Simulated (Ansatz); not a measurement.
Isolated molecules relaxed with PBE0-D4/def2-TZVP in Ansatz; ΔE leaves out vibrations. CCSD(T)/CBS is the MP2 limit (def2-TZVPP, def2-QZVPP) plus CCSD(T) − MP2 in def2-TZVPP, frozen cores. This one scheme is used for every species. Functionals use def2-TZVPP. B3LYP here is the variant with VWN-RPA as its local correlation; programs differ in this. One conformer a species, not always the lowest.

Consider the ligand exchange at the Si–O bond: `CO[SiH](C)C` + `[NH2][AlH2]` → `C[SiH](C)[NH][AlH2]` + CH₃OH.

| level | ΔE (kJ/mol) | difference from CCSD(T)/CBS |
| --- | --- | --- |
| PBE-D4 | 37.5 | -1.8 |
| r2SCAN-D4 | 42.7 | 3.4 |
| PBE0-D4 | 37.2 | -2.1 |
| ωB97X-V | 42.3 | 3.0 |
| ωB97M-V | 41.7 | 2.4 |
| B2PLYP | 43.8 | 4.5 |
| PBE | 39.1 | -0.2 |
| B3LYP | 45.6 | 6.3 |
| HF/def2-TZVPP | 47.3 | 8.0 |
| MP2/def2-TZVPP | 39.2 | -0.1 |
| CCSD/def2-TZVPP | 40.3 | 1.0 |
| HF/def2-QZVPP | 47.6 | 8.3 |
| MP2/def2-QZVPP | 39.4 | 0.1 |
| SCS-MP2/def2-QZVPP | 40.8 | 1.5 |
| HF/CBS(def2) | 47.6 | 8.3 |
| MP2/CBS(def2) | 39.4 | 0.1 |
| CCSD(T)/CBS | 39.3 | 0 |

Largest T1 diagnostic among the species: 0.011.

In def2-TZVPP, CCSD(T) changes the Hartree–Fock value by −8.3 kJ/mol (the triples alone add −1.3 kJ/mol) and MP2 by −8.1 kJ/mol.
